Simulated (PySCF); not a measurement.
Input file for PySCF: R-HF/3-21G on H3NSi (SMILES N[SiH]), a point of a bond scan (R = 1.683 Å).

```python
from pyscf import gto, scf, dft, mp
from pyscf.data.elements import chemcore

mol = gto.M(
    atom='''
    Si   -0.24474767    0.39103857    0.50999719
    H    -0.62012618    1.58214203   -0.61784245
    N     0.39778231   -0.68955254   -0.65444502
    H     0.46313720   -0.52839300   -1.64843432
    H     0.76485489   -1.59313906   -0.39509969
    ''',
    basis='3-21g',
    charge=0, spin=0, verbose=3, max_memory=1800)
mf = scf.RHF(mol)
mf.conv_tol = 1e-8
mf.max_cycle = 100
mf.kernel()
if not mf.converged:
    mf = mf.newton().run(mf.mo_coeff, mf.mo_occ)
```

Task: Predict the final total energy.

Result: -343.2767 hartree.
